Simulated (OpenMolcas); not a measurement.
# I³⁺: CASPT2 settings compared

```json
{
  "Program": "OpenMolcas 26.06",
  "Basis": "ANO-R1 [6s5p3d1f]",
  "Scalar Hamiltonian": "X2C, finite nucleus",
  "Active space": "2 electrons in 3 orbitals (5p)",
  "State averaging": "2S+1 = 3 even, 3 roots; 2S+1 = 1 even, 6 roots kept (CI in the orbitals of an earlier block)",
  "Spin-orbit coupling": "RASSI with atomic mean-field integrals over the reference wave functions, term energies averaged over their components"
}
```

Methods on the same reference wave functions:
A. CASSCF
B. SS-CASPT2, IPEA 0.15 Eh, real shift 0.5 Eh (closed shells correlated: 4d 5s)
C. XMS-CASPT2, IPEA 0 Eh, imaginary shift 0.05 Eh (closed shells correlated: 4d 5s)
D. XMS-CASPT2, IPEA 0 Eh, real shift 0.1 Eh (closed shells correlated: 4d 5s)

Energies in cm⁻¹ above 5s² 5p² ³P₀.

```
      Level      A      B      C      D
5s² 5p² ³P₀    0.0    0.0    0.0    0.0
5s² 5p² ³P₁   6253   6470   6430   6420
5s² 5p² ³P₂  11058  11090  11090  11080
5s² 5p² ¹D₂  24259  23730  23810  23790
5s² 5p² ¹S₀  42394  39580  40060  40140
```

Among B to D the level of the table that moves most is 5s² 5p² ¹S₀, by 560 cm-1 (lowest in B, highest in D). Moves below CASPT2's spread within the term are not significant.

From A to B the spin-free energies of the other terms of 5s² 5p² shown, above ³P, scale by factors of 0.89 to 0.92.

The lowest spin-free term lies below A's lowest term by 0.382 hartree in B, 0.392 hartree in C, 0.392 hartree in D.

CASPT2 breaks the degeneracy within a term, and the mean is taken; among the terms shown or strongly mixed into the levels shown the widest spread is 62 cm-1 (5s² 5p² ¹D, B). Terms from blocks run as CI alone lack orbitals of their own. With the s shell closed, the reference lacks s² → p² mixing. The basis is small and was not contracted for so high a charge. Only configurations of the active space appear.
